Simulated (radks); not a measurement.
Spherical quantum dot in the effective-mass picture: electrons in a well V = -V0 / (1 + exp((r - R)/a)) with V0 = 6.36, R = 8.35, a = 0.48, with a point charge +1 (a donor) at the centre, all in effective atomic units (hartree* = m*/eps^2 hartree, bohr* = eps/m* bohr), one dielectric constant everywhere. Calculated with a radial shooting solver with Libxc functionals: non-relativistic Kohn-Sham, LDA (Slater exchange, Perdew-Wang correlation), spin-polarised, spherical densities. Levels are named by radial order and angular momentum (1s, 1p, 1d, 2s, ...), and open shells are averaged over m. Results are scaled to m* = 0.025 and eps = 10, for which hartree* = 6.803 meV and bohr* = 21.17 nm.

N = 2, configuration 1s2. This is the lowest configuration that the search found. Occupied and some empty levels:

level,occupation,eigenvalue (meV),<r> (nm)
1s,2,-42.559,47.94
1p,0,-41.315,92.73
2s,0,-41.078,86.61
1d,0,-40.507,103.7

Energy (meV): total -89.9098, kinetic 3.5514, external -96.172, Hartree 5.6989, exchange-correlation -2.9885.

Electron density:

r (nm),n(r) (e/nm^3)
7.83,0.00001687
16.2,8.105e-06
24.6,4.133e-06
33.0,2.233e-06
41.4,1.271e-06
49.8,7.550e-07
58.3,4.634e-07
66.7,2.919e-07
75.1,1.867e-07
83.5,1.200e-07
91.9,7.672e-08
100,4.825e-08
109,2.945e-08
